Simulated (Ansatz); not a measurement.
Gas-phase electronic energies from Ansatz, PBE0-D4/def2-TZVP geometries. CBS: MP2 limit from def2 TZ/QZ plus the TZ coupled-cluster correction, frozen cores. This one scheme is used for every species. Functionals use def2-TZVPP. B3LYP here is the variant with VWN-RPA as its local correlation; programs differ in this. One conformer a species, not always the lowest.

Consider the ligand exchange at the Al–O bond: `[OH][Al]([OH])[SiH3]` + NH₃ → `[NH2][Al]([OH])[SiH3]` + H₂O.

`[OH][Al]([OH])[SiH3]`:

Z-matrix (Å, degrees):
```
Si
Al 1 2.432
H 1 1.488 2 111.7
H 1 1.489 2 111.1 3 -120.9
H 1 1.490 2 110.5 3 120.0
O 2 1.694 1 117.7 3 166.6
O 2 1.694 1 118.6 3 -13.9
H 6 0.955 2 126.9 1 179.1
H 7 0.955 2 126.6 1 -179.2
```

NH₃:

```xyz
4

N    -0.010    0.273   -0.067
H    -0.019   -0.317   -0.890
H     0.828    0.046    0.453
H    -0.799   -0.002    0.504
```

`[NH2][Al]([OH])[SiH3]`:

Z-matrix (Å, degrees):
```
Si
Al 1 2.446
H 1 1.492 2 111.6
H 1 1.492 2 111.6 3 -119.3
H 1 1.491 2 112.0 3 120.3
O 2 1.699 1 123.0 3 60.0
N 2 1.762 1 120.8 3 -120.0
H 6 0.955 2 123.9 1 0.0
H 7 1.007 2 125.0 1 180.0
H 7 1.006 2 124.4 1 -0.0
```

H₂O:

Cartesian coordinates in Å:
```
O -0.256 -0.190 0.223
H 0.472 0.365 0.512
H -0.216 -0.175 -0.735
```

Question: Is it downhill or uphill in electronic energy at CCSD(T)/CBS, and by how much? (Estimate.)

Answer: Computed: Uphill: ΔE = +0.47 eV.

Question: What do these levels give: PBE-D4, BLYP-D4, r2SCAN-D4, B3LYP-D4, B2PLYP, r2SCAN, CAM-B3LYP, LC-ωPBE, HF/def2-SVP, MP2/def2-SVP, HF/def2-TZVPP, MP2/def2-QZVPP? (Estimate.)

Answer: Ansatz gave: PBE-D4 0.46, BLYP-D4 0.51, r2SCAN-D4 0.49, B3LYP-D4 0.50, B2PLYP 0.52, r2SCAN 0.49, CAM-B3LYP 0.53, LC-ωPBE 0.48, HF/def2-SVP 0.54, MP2/def2-SVP 0.53, HF/def2-TZVPP 0.54, MP2/def2-QZVPP 0.48 eV.

Largest T1 diagnostic among the species: 0.013.

Leaving LDA and LC-ωPBE aside and taking each functional with its dispersion term where it has one, the values, not all of them listed here, spread over 0.08 eV, from revPBE-D4 to B2PLYP. In def2-TZVPP, CCSD(T) changes the Hartree–Fock value by −0.05 eV (the triples alone add −0.01 eV) and MP2 by −0.05 eV.
